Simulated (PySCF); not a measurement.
**A small calculation by hand: oscillator strength and radiative lifetime**

C₂H₆F₂OSi, SMILES COC(F)(F)[SiH3].

Coordinates come from a B3LYP-D3(BJ)/def2-SVP optimisation. The structure was generated by enumeration, and PubChem lists no compound with its InChIKey, so it may never have been made. Other conformers were not sampled.

TDDFT-B3LYP/def2-SVPD run with PySCF 2.14.0 puts the first singlet state with f over 0.02 at 8.78 eV (vertical), with the transition dipole (0.879, 0.093, 0.599) in atomic units.

**Question.** Find the oscillator strength, the wavelength and the radiative lifetime that this transition would have in vacuum if emission retraced absorption.

**Answer.** 
|μ|² = 1.1401 au, so |μ| = 2.71 D. ΔE = 8.78/27.211 = 0.3227 hartree. f = (2/3) ΔE |μ|² = 0.245 (the program prints 0.245).
λ = 1239.84/8.78 = 141 nm; ν = 70815 cm⁻¹.
Einstein's coefficient A = 0.6670 ν² f s⁻¹ (ν in cm⁻¹) = 8.2e8 s⁻¹, so τ = 1/A = 1.2 ns. This state is S8; the lower singlets have f = 0.002, 0.020, 0.013, 0.000, 0.009, 0.001, 0.017. The figure is the radiative limit of this one transition; relaxation, internal conversion, crossing to triplets and a medium change what is measured.
